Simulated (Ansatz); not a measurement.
```yaml
crystal:
  periodic: [false, false, false]
  atoms:
    - {symbol: Al, position_ang: [-1.182491, 0.683216, -0.428147]}
    - {symbol: Al, position_ang: [1.305012, 0.540956, -0.229551]}
    - {symbol: Cu, position_ang: [-0.122521, -1.224173, 0.657698]}
basis:
  gaussian: {orbitals: aug-cc-pVDZ}
total_charge: 1
hamiltonian: {xc: {name: BHLYP}}
output: {forces: true}
```

```sh
$ ansatz run in.yaml --threads 2 --pin off --events-out ev --progress --plain --max-ram 4352MiB
```

It prints (some lines left out):

```
Functional definition: BHLYP
1187 factors; integrals over basis functions are off by at most 1.9e-4 eV
mean field evaluation 1: about -57796.4000 eV, gradient 1.7e2 eV
mean field evaluation 2: about -56654.8033 eV, gradient 5.3e2 eV
mean field evaluation 4: about -57821.4720 eV, gradient 7.2e1 eV
mean field evaluation 8: about -57826.5543 eV, gradient 5.2e-1 eV
mean field evaluation 16: about -57826.6159 eV, gradient 4.2e-4 eV
mean field -57826.61588572 eV, -2125.0889375122 hartree, gradient 1.9e-5 eV, S^2 0.000000; 0 other end points of the search recorded, 0 dependent functions left out
reference -57826.61604211 eV, -2125.0889432595 hartree; 27, 27 occupied and 86, 86 virtual orbitals, 1187 factors
Total energy: -57826.61604211 eV, -2125.0889432595 hartree
Atom 0 at    -1.182491     0.683216    -0.428147 Å, force    -1.273834     0.469257    -0.316610 eV/Å
Atom 1 at     1.305012     0.540956    -0.229551 Å, force     1.352731     0.319043    -0.106911 eV/Å
Atom 2 at    -0.122521    -1.224173     0.657698 Å, force    -0.078896    -0.788300     0.423522 eV/Å
Dipole moment:     0.035984     0.359533    -0.193163 e Å
```

Run time 4 s (2 threads of Arm Neoverse V2 on a shared host).

The restricted singlet is unstable towards broken spin symmetry in Hartree–Fock (as tested in another run); at RKS BHLYP/aug-cc-pVDZ this wasn't settled.

The dipole of an ion depends on the origin.
